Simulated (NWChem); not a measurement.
Molecule: SiH$_{3}$O$_{2}$Cl; SMILES Cl[SiH](O)O

```xyz
7

Si    -0.0216     0.4669     0.4064
O     -1.3169     1.2407    -0.2364
O      1.3621     1.1484    -0.1789
Cl     0.0211    -1.5393    -0.1177
H     -0.1683     0.5522     1.8710
H     -1.3123     1.3969    -1.1861
H      2.1238     0.5732    -0.2951
```
Atoms are numbered in this order, from 1.

Results from NWChem. All runs use the structure optimised with PBE0/def2-SVP. Level: PBE0/def2-SVP with SMD (1 M gas to 1 M solution), gas-phase geometry. Reactions with the solvent are ignored.

### Question
Estimate the computed values for solvent n-hexane. Quantities: solvation free energy (kcal/mol); cavity-dispersion-structure term (kcal/mol); dipole in solution (D).

### Answer
* **solvation free energy (kcal/mol)**: -3.9
* **cavity-dispersion-structure term (kcal/mol)**: -1.9
* **dipole in solution (D)**: 1.65
